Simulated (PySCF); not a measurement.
NbCl5, SMILES [Cl][Nb]([Cl])([Cl])([Cl])[Cl], multiplicity 1. Atoms are numbered in the order given.

```xyz
6

Nb     0.0000     0.0000     0.0000
Cl     2.2892     0.0000     0.0000
Cl     0.0000     0.0000     2.3360
Cl     0.0000     0.0000    -2.3360
Cl    -1.1446    -1.9825     0.0000
Cl    -1.1446     1.9825     0.0000
```

Coordinates come from a PBE-D3(BJ)/def2-SVP optimisation. The spin state was assumed, not searched. The isomer is the one that the SMILES or the coordinates give; other isomers of the formula were not compared. The def2 effective core potentials stand for the cores of Nb; spin–orbit coupling is left out.

Computed with B3LYP/def2-TZVP in PySCF.

ESP charges are fitted to the potential on shells at 1.4 to 2.0 van der Waals radii. Atomic charges (e):

| atom | Löwdin | ESP fit |
|---|---|---|
| Nb1 | ___ | 0.40 |
| Cl2 | ___ | -0.04 |
| Cl3 | ___ | -0.14 |
| Cl4 | ___ | -0.14 |
| Cl5 | ___ | -0.04 |
| Cl6 | ___ | -0.04 |

Some entries are withheld; supply them. (Estimate from the structure and the level; the computed values follow.)


- Nb1, Löwdin: -0.65
- Cl2, Löwdin: 0.16
- Cl3, Löwdin: 0.09
- Cl4, Löwdin: 0.09
- Cl5, Löwdin: 0.16
- Cl6, Löwdin: 0.16
